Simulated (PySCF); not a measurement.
# Electronic structure of Mg²⁺ (magnesium, charge +2) at the UHF level

Configuration: [Ne], closed-shell 1S. All numbers are calculated (PySCF 2.14, scalar relativity by spin-free X2C-1e, in ANO-RCC-VTZP (5s4p2d1f, 34 functions)).

```json
{"Total energy": "-199.135240 hartree", "One-electron energy": "-271.5275 hartree", "Hartree (Coulomb) energy": "88.1097 hartree", "Exchange energy": "-15.7174 hartree", "⟨S²⟩": "0.0000", "⟨L²⟩": "0.000", "Sum of ⟨r⟩": "5.723 bohr", "Sum of ⟨r²⟩": "4.715 bohr²", "Langevin diamagnetic susceptibility": "-3.73 ×10⁻⁶ cm³/mol"}
```

```json
{"shell": "1s", "electrons": "2", "mean orbital energy (eV)": "-1356.6", "rms radius, mean of both spins (bohr)": "0.151"}
{"shell": "2s", "electrons": "2", "mean orbital energy (eV)": "-122.37", "rms radius, mean of both spins (bohr)": "0.754"}
{"shell": "2p", "electrons": "6", "mean orbital energy (eV)": "-81.809", "rms radius, mean of both spins (bohr)": "0.767"}
```
